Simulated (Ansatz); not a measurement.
Relaxation of AlFH$_{4}$O$_{2}$Si (9 atoms, charge 0, multiplicity 1), to a largest force component of 0.02 eV/Å in at most 40 steps.

These are results of Ansatz 0.2.0, RKS revPBE/def2-SVP, not measurements.

```xyz
9
Properties=species:S:1:pos:R:3
Al 0.000 0.000 0.000
F 0.000 0.000 1.690
O 1.542 0.000 -0.890
Si 2.387 -1.376 -1.352
H 1.460 -2.351 -1.918
H 3.388 -1.020 -2.353
H 3.050 -1.955 -0.187
O -1.542 0.000 -0.890
H -2.051 -0.847 -0.681
```

Problem. Where does it end, and by what steps?

Solution. The run converged. The force dipped under the threshold on the way, but the program's further checks kept it going. After 13 steps the energy has fallen by 0.459 eV; H9 moved furthest, 1.08 Å.

```json
{"step": "0", "energy less start (eV)": "0.0000", "largest force component (eV/Å)": "1.413", "accepted": "yes"}
{"step": "1", "energy less start (eV)": "-0.1560", "largest force component (eV/Å)": "1.402", "accepted": "yes"}
{"step": "2", "energy less start (eV)": "-0.2024", "largest force component (eV/Å)": "1.396", "accepted": "yes"}
{"step": "3", "energy less start (eV)": "-0.3511", "largest force component (eV/Å)": "0.200", "accepted": "yes"}
{"step": "4", "energy less start (eV)": "-0.4075", "largest force component (eV/Å)": "0.191", "accepted": "yes"}
{"step": "5", "energy less start (eV)": "-0.4348", "largest force component (eV/Å)": "0.236", "accepted": "yes"}
{"step": "6", "energy less start (eV)": "-0.4502", "largest force component (eV/Å)": "0.160", "accepted": "yes"}
{"step": "7", "energy less start (eV)": "-0.4561", "largest force component (eV/Å)": "0.098", "accepted": "yes"}
{"step": "8", "energy less start (eV)": "-0.4586", "largest force component (eV/Å)": "0.008", "accepted": "yes"}
{"step": "9", "energy less start (eV)": "-0.4585", "largest force component (eV/Å)": "0.138", "accepted": "no"}
{"step": "10", "energy less start (eV)": "-0.4587", "largest force component (eV/Å)": "0.112", "accepted": "yes"}
{"step": "11", "energy less start (eV)": "-0.4589", "largest force component (eV/Å)": "0.025", "accepted": "yes"}
{"step": "12", "energy less start (eV)": "-0.4588", "largest force component (eV/Å)": "0.030", "accepted": "no"}
{"step": "13", "energy less start (eV)": "-0.4590", "largest force component (eV/Å)": "0.001", "accepted": "yes"}
```

```xyz
9
Properties=species:S:1:pos:R:3
Al -0.194 -0.228 0.038
F -0.144 0.409 1.590
O 1.220 -0.867 -0.647
Si 2.556 -1.533 -1.387
H 2.152 -2.707 -2.240
H 3.228 -0.505 -2.260
H 3.540 -2.007 -0.350
O -1.655 -0.236 -0.855
H -2.469 0.126 -0.471
```

Whether the end is a true minimum wasn't checked by a vibrational analysis.

Time of the run: 27 s on 2 threads of Arm Neoverse V1 (shared host), peak memory 0.15 GiB.
